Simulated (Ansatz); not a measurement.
The same path of C₄H₁₂OSi (18 atoms, charge 0, multiplicity 1) was run twice with different band settings. Lost on the way: C3–H12. Made: O4–H12.

These are results of UHF/STO-3G (Ansatz), not measurements.

Relaxed end points:

```xyz
18
Properties=species:S:1:pos:R:3
C 0.982 -0.541 -2.087
C 1.449 -0.625 -0.620
C 0.603 0.236 0.365
O 0.632 1.632 0.004
Si -1.211 -0.280 0.497
C -1.999 0.555 1.961
H 1.681 -1.060 -2.736
H 0.004 -0.994 -2.214
H 0.921 0.495 -2.407
H 1.433 -1.662 -0.289
H 2.486 -0.293 -0.566
H 1.060 0.107 1.354
H 1.593 1.873 0.013
H -1.910 0.065 -0.693
H -1.261 -1.694 0.664
H -1.947 1.633 1.870
H -1.509 0.280 2.886
H -3.043 0.284 2.050
```

```xyz
18
Properties=species:S:1:pos:R:3
C 0.940 -0.514 -2.070
C 1.451 -0.796 -0.631
C 0.715 -0.207 0.596
O 0.846 1.444 0.228
Si -1.165 -0.420 0.509
C -1.970 0.464 1.945
H 1.618 -0.938 -2.805
H -0.042 -0.946 -2.233
H 0.869 0.554 -2.260
H 1.440 -1.875 -0.474
H 2.504 -0.508 -0.599
H 0.655 1.923 1.069
H 1.802 1.632 0.074
H -1.817 0.054 -0.670
H -1.453 -1.811 0.619
H -1.849 1.538 1.878
H -1.547 0.150 2.891
H -3.034 0.268 1.985
```

Common settings: climbing image yes; spring 5.0 eV/Å²; optimiser quadratic models (default); start path through a guess of the saddle point; force threshold 0.05 eV/Å; iteration limit 60; end points relaxed.

| run | movable images |
| --- | --- |
| 1 | 5 |
| 2 | 3 |

Task: What does each run give, and how far can it be trusted?

Result: Run 1: converged after 15 iterations, highest image 5.364 eV above the first end. Neighbouring images differ by up to 2.6 eV, so the band resolves the path poorly. A vibrational analysis at the climbing image gives one clearly imaginary mode, 1500i cm⁻¹: a first-order saddle point.
Run 2: converged after 22 iterations, highest image 5.364 eV above the first end. Neighbouring images differ by up to 3.1 eV, so the band resolves the path poorly. Another band between the same ends (5 images) ends at a top of the same energy, where a vibrational analysis finds 1 clearly imaginary mode. So few images can step over the top or miss a turn of the path.
The orbitals stay closed-shell, which can raise the energy where a bond breaks towards radicals; this wasn't checked here. Limits of this set-up: minimal basis.
